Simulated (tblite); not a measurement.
Isomers of C8H5 (doublet state). Calculated harmonic vibrations of the isolated species, GFN2-xTB (tblite), most abundant isotopes, no scaling. Against measured fundamentals such values can be off by several per cent, at times by over 20. One conformer each. Open shells enter through the occupations alone, without spin polarisation, and single modes of such species can be off by tens of per cent.

Electronic energies: GFN2-xTB at the same geometries; isomer energies are rough at this level and their order can be wrong.

```json
{"SMILES": "[C]#CC#CCCC#C", "electronic energy, lowest = 0 (kJ/mol)": "364.7"}
{"SMILES": "C#Cc1c[c]ccc1", "electronic energy, lowest = 0 (kJ/mol)": "0.0"}
{"SMILES": "C#Cc1cc[c]cc1", "electronic energy, lowest = 0 (kJ/mol)": "3.5"}
{"SMILES": "C#CC#C[C]=CC=C", "electronic energy, lowest = 0 (kJ/mol)": "168.0"}
{"SMILES": "C#CC#CC=[C]C=C", "electronic energy, lowest = 0 (kJ/mol)": "207.8"}
```

**Question.** How do GFN2-xTB zero-point energies change the relative energies?

**Answer.** 
```tsv
SMILES	ZPE (kJ/mol)	of it from modes above 1550 cm⁻¹	electronic (kJ/mol)	with ZPE, lowest = 0 (kJ/mol)	lowest mode (cm⁻¹)	rings
C#Cc1c[c]ccc1	244.1	116.9	0.0	0.0	123	1
C#Cc1cc[c]cc1	244.2	116.8	3.5	3.6	132	1
C#CC#C[C]=CC=C	229.5	139.4	168.0	153.3	46	0
C#CC#CC=[C]C=C	229.1	131.9	207.8	192.8	43	0
[C]#CC#CCCC#C	234.2	129.7	364.7	354.8	44	0
```

The zero-point energies span 15.1 kJ/mol, from `C#CC#CC=[C]C=C` to `C#Cc1cc[c]cc1`. The order is unchanged.

**Question.** What do entropy and thermal enthalpy add at 298.15 K and 1 bar (rigid rotor, harmonic oscillator, one conformer each)?

**Answer.** 
```tsv
SMILES	point group	symmetry number	S (J/(mol K))	H − H(0) (kJ/mol)	ZPE + H − H(0) − TS (kJ/mol)
C#Cc1c[c]ccc1	Cs	1	346.0	20.53	161.5
C#Cc1cc[c]cc1	C2v	2	339.8	20.50	163.4
C#CC#C[C]=CC=C	Cs	1	400.1	27.32	137.5
C#CC#CC=[C]C=C	C1	1	400.7	27.04	136.7
[C]#CC#CCCC#C	C1	1	405.3	27.14	140.5
```

S holds R ln(2S + 1) for the spin.
